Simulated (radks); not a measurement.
The iodine anion I-, [Xe], held by a Watson sphere: a shell of charge +1 at radius R that stands for the Madelung well of a crystal (potential energy -1/R inside, -1/r outside, in hartree with lengths in bohr). Calculated with a radial shooting solver on a logarithmic mesh with Libxc functionals: scalar-relativistic Kohn-Sham, LB94 model potential, spin-polarised, spherical densities, finite nucleus; Fermi nuclear charge, rms radius of each element as measured or else 0.836 A^(1/3) + 0.57 fm. Response by self-consistent Sternheimer equations with the Hartree and adiabatic LDA kernel, the relativistic mass of each level held fixed and spin-orbit coupling left out. The sphere does not respond.

R (bohr)  e(4d) (eV)  e(5s) (eV)  e(5p) (eV)  <r> 5p (bohr)  sum of <r^2> (bohr^2)  X-ray form factor at sin(theta)/lambda = 0.1 1/angstrom  alpha (bohr^3)
2.42         -56.956     -22.643     -12.023          2.442                  67.19                                                   49.810           33.96
2.58         -56.745     -22.386     -11.833          2.461                  67.92                                                   49.779           35.31
3.51         -55.676     -21.045     -10.647          2.544                  71.30                                                   49.649           43.60
3.59         -55.588     -20.942     -10.547          2.550                  71.52                                                   49.641           44.29
4.08         -55.058     -20.349      -9.962          2.575                  72.63                                                   49.606           48.21
4.57         -54.564     -19.822      -9.432          2.591                  73.42                                                   49.584           51.55
5.2          -53.994     -19.232      -8.838          2.604                  74.07                                                   49.568           54.88
5.36         -53.862     -19.097      -8.701          2.607                  74.19                                                   49.566           55.56
5.46         -53.782     -19.015      -8.619          2.608                  74.26                                                   49.564           55.95
